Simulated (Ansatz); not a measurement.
Cost and result for the atomization energy of CuH, SMILES `[CuH]` (2 atoms, 1 bond).

```json
{"atom": "Cu1", "x (Å)": "0.2110", "y (Å)": "-0.4186", "z (Å)": "0.5759"}
{"atom": "H2", "x (Å)": "-0.2110", "y (Å)": "0.4186", "z (Å)": "-0.5759"}
```

Charge 0, multiplicity 1. For Cu the d shell is correlated and the shells below it are frozen. Scalar relativity is left out up to krypton. The geometry is a stationary point of PBE0-D4/def2-TZVP. Program: Ansatz. All runs use 2 threads of an AMD EPYC 7R13 on a shared host. Times are those of one run each, without the atoms' runs, and a repeat can differ threefold. Electronic energies, without spin–orbit coupling; frozen cores. CCSD(T)/CBS adds CCSD(T) − MP2 in def2-TZVPP to the MP2 limit, and its time is that of the two runs behind it. T1 = 0.038. With those shells the extrapolation isn't a true limit. B3LYP takes the VWN-RPA correlation (the form of Gaussian; ORCA's B3LYP/G). HSE06 is the plane-wave form, built on full-range PBE exchange.

CCSD(T)/CBS is a level of theory with its own doubt, some kJ/mol a heavy atom from the limit and from the frozen cores, so smaller differences don't rank the functionals.

| level | functions | wall time | atomization (kJ/mol) | difference from CCSD(T)/CBS | per bond |
| --- | --- | --- | --- | --- | --- |
| CCSD(T)/def2-SVP | 36 | 0.45 s | 239.4 | -25.9 | -26.0 |
| BLYP-D4/def2-TZVPP | 78 | 0.51 s | 274.6 | 9.3 | 9.3 |
| PBE0-D4/def2-TZVPP | 78 | 0.55 s | 248.3 | -17.0 | -17.0 |
| PBE-D4/def2-TZVPP (with forces) | 78 | 0.61 s | 268.8 | 3.5 | 3.4 |
| HSE06-D4/def2-TZVPP | 78 | 0.66 s | 248.4 | -16.9 | -16.9 |
| BHLYP-D4/def2-TZVPP | 78 | 0.66 s | 239.1 | -26.2 | -26.2 |
| CAM-B3LYP-D4/def2-TZVPP | 78 | 0.7 s | 262.1 | -3.2 | -3.2 |
| B3LYP-D4/def2-TZVPP (with forces) | 78 | 0.76 s | 262.2 | -3.1 | -3.1 |
| r2SCAN-D4/def2-TZVPP (with forces) | 78 | 1.1 s | 270.4 | 5.1 | 5.1 |
| B97M-V/def2-TZVPP | 78 | 1.3 s | 273.3 | 8.0 | 8.0 |
| CCSD(T)/def2-TZVPP | 78 | 1.5 s | 258.6 | -6.7 | -6.7 |
| CCSD(T)/def2-QZVPP | 130 | 4.9 s | 260.0 | -5.3 | -5.3 |
| CCSD(T)/CBS(def2) | – | 6.3 s | 265.3 | 0.0 | 0.0 |

From PBE to PBE0 (25 % exact exchange), in def2-TZVPP and without D4, the atomization energy moves by −20.2 kJ/mol: exact exchange takes away binding that semilocal exchange gives to molecules. In def2-TZVPP, CCSD(T) changes the Hartree–Fock value by +127.1 kJ/mol (the triples alone add +8.7 kJ/mol) and MP2 by +118.8 kJ/mol; breaking electron pairs costs correlation energy, which Hartree–Fock lacks. At CCSD(T), def2-SVP lies −26.0 kJ/mol from the extrapolated value and def2-TZVPP −6.7 kJ/mol: correlation converges slowly with the basis, and small sets miss more of it in the bonded molecule than in its fragments.
